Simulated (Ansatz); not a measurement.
CrO₂F₂. Charge 0, multiplicity 1. Geometry r2SCAN-D4/def2-SVP; atoms count from 1.

```xyz
5

Cr   -0.0134    0.0223    0.0022
O    -1.0879    0.3287    1.0691
O     0.1331    1.2588   -0.9122
F    -0.4957   -1.3111   -0.9209
F     1.4639   -0.2988    0.7619
```

The restricted singlet is unstable towards broken spin symmetry in Hartree–Fock (as tested in another run); at PBE0-D4/def2-TZVP this wasn't settled.

Q: Estimate the Mulliken populations from the PBE0/def2-TZVP orbitals of Ansatz.

A: 
```tsv
atom	charge (e)	d electrons
Cr1	1.59	3.98
O2	-0.39	–
O3	-0.39	–
F4	-0.40	–
F5	-0.40	–
```
Mulliken values depend strongly on the basis.

Q: And the Mayer bond orders between heavy atoms (over 0.3)?

A: Cr1–O2 1.96 (1.54 Å); Cr1–O3 1.96 (1.54 Å); Cr1–F4 0.83 (1.69 Å); Cr1–F5 0.83 (1.69 Å).
